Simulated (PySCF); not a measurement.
## How methods differ on the ionisation energy of Ag(36+)

Ag(36+) [Ne] 3s1 (2S) → Ag(37+) [Ne] (1S), as a difference of total energies. Computed with PySCF 2.14 in an uncontracted even-tempered set (18 s from 5.9 bohr⁻², ratio 2.5; 12 p from 7.7 bohr⁻², ratio 2.5; 4 d from 29 bohr⁻², ratio 2.7; 4 f from 43 bohr⁻², ratio 2.7), with scalar relativity by spin-free X2C-1e. Correlated levels: outer shells: 1s2 frozen; virtual orbitals above 40 to 60 times the deepest correlated orbital energy dropped. The calculations carry no spin-orbit coupling.

```
                method  ionisation energy (eV)
                   UHF                  2371.2
    MP2 (outer shells)                  2371.9
SCS-MP2 (outer shells)                  2371.8
   CCSD (outer shells)                  2371.9
CCSD(T) (outer shells)                  2371.9
```

Breit and QED terms and the two-electron picture change are absent.

For comparison: 2371.99 ± 0.07 eV (semi-empirical (NIST evaluation); NIST Atomic Spectra Database, ionization energies).
